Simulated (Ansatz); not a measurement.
One change: `B1[SiH2]C[Se]1` becomes `B1OC[SiH2]1`.

Ansatz, PBE0-D4/def2-TZVP geometries, multiplicity 1. 

Scalar relativity is left out up to krypton.

```csv
property,`B1[SiH2]C[Se]1`
HOMO energy (PBE/def2-TZVPP) / eV,-6.26
HOMO–LUMO gap (ωB97M-V/def2-TZVPP) / eV,9.53
HOMO–LUMO gap (PBE0/def2-TZVPP) / eV,5.54
HOMO energy (ωB97M-V/def2-TZVPP) / eV,-9.42
size of the dipole moment (ωB97M-V/def2-TZVPP) / D,0.86
HOMO energy (B3LYP/def2-TZVPP) / eV,-7.16
```

(1) What does the change do to each property? (Estimate.)

## Answers

(1) Ansatz gave: 
```tsv
property	`B1OC[SiH2]1`	shift
HOMO energy (PBE/def2-TZVPP) / eV	-6.34	-0.08
HOMO–LUMO gap (ωB97M-V/def2-TZVPP) / eV	10.59	1.06
HOMO–LUMO gap (PBE0/def2-TZVPP) / eV	6.46	0.92
HOMO energy (ωB97M-V/def2-TZVPP) / eV	-9.71	-0.29
size of the dipole moment (ωB97M-V/def2-TZVPP) / D	1.23	0.37
HOMO energy (B3LYP/def2-TZVPP) / eV	-7.37	-0.21
```

With PBE0 the HOMO falls by 0.20 eV and the LUMO rises by 0.72 eV, so the gap widens by about 0.92 eV. PBE moves the HOMO by -0.08 eV and ωB97M-V by -0.29 eV. Dipoles are sizes alone; their direction can turn.

B3LYP here is the variant with VWN-RPA as its local correlation; programs differ in this.

Spin–orbit coupling is left out; it splits and shifts lone-pair levels of the heavy atoms by tenths of an eV.
